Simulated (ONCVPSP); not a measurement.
## Potentials for Ti (Z = 22) compared

Generated with ld1.x 7.5 (TM, RRKJ, ultrasoft, PAW), atompaw 4.2 or ONCVPSP 4.0.1. The cutoff is in Ry: for ld1.x and atompaw files where the sum of valence levels is converged to 10 mRy in a Bessel basis, for ONCV files where the hardest occupied wave has 1 mHa per electron of residual kinetic energy. The error is the largest all-electron minus pseudo excitation energy over each file’s own four to seven test configurations (ionisations up to +4, promotions, holes and added fractions of an electron), all of which were solved. The labels leave out finer settings (local radius, basis sizes, second energies), which also bear on the numbers. Spin-polarised tests are not counted. The rows are a selection from randomly drawn settings: files with unsolved tests, undetermined cutoffs or missed reference levels are left out.

A true bound ghost makes a file unfit for plane-wave use even where its test errors are small: the radial tests pick states by their node count and pass the ghost by.

```tsv
potential	cutoff (Ry)	largest error (meV)	bound ghosts
ONCV, PBE, fully relativistic, rc 1.70/1.10/2.40 (spd), local smoothed, core correction no, reference 3s2 3p6 3d2 4s2, qcut 5.9/6.9/7.9, projectors 2/2/2	39	+155	none
ONCV, PBEsol, scalar-relativistic, rc 2.48/1.60/2.28/1.60 (spdf), local f, core correction yes, reference 3p6 3d2 4s1.5 4p0.5, qcut 2.8/9.3/6.4/6.3, projectors 2/2/2/0	41	+1.5	none
ONCV, LDA (Perdew-Zunger), scalar-relativistic, rc 1.50/1.55/1.20/1.20 (spdf), local d, core correction yes, reference 3s2 3p6 3d2 4s2, qcut 8.9/8/7.2/8.1, projectors 2/2/0/2	308	-113	s
```

(1) Fill in the row for Ti: ONCV, PBEsol, scalar-relativistic, rc 1.85/1.05/2.50 (spd), local smoothed, core correction no, reference 3s2 3p6 3d2 4s2, qcut 5.6/8.8/5.5, projectors 2/2/2.

(2) Fill in the row for Ti: ONCV, LDA (Perdew-Wang 92), scalar-relativistic, rc 1.30/1.25/2.35/1.64 (spdf), local smoothed, core correction yes, reference 3s2 3p6 3d2, qcut 11/9/6.1/5.6, projectors 2/3/2/2.

(3) Fill in the row for Ti: ONCV, PBEsol, scalar-relativistic, rc 2.40/2.25/1.90 (spd), local smoothed, core correction yes, reference 3d2 4s1.5, qcut 2.3/3.1/7.1, projectors 2/2/1.

## Answers

(1) cutoff 63 Ry, largest error -664 meV, bound ghosts: none.

(2) cutoff 72 Ry, largest error +2076 meV, bound ghosts: none.

(3) cutoff 43 Ry, largest error -45 meV, bound ghosts: none.
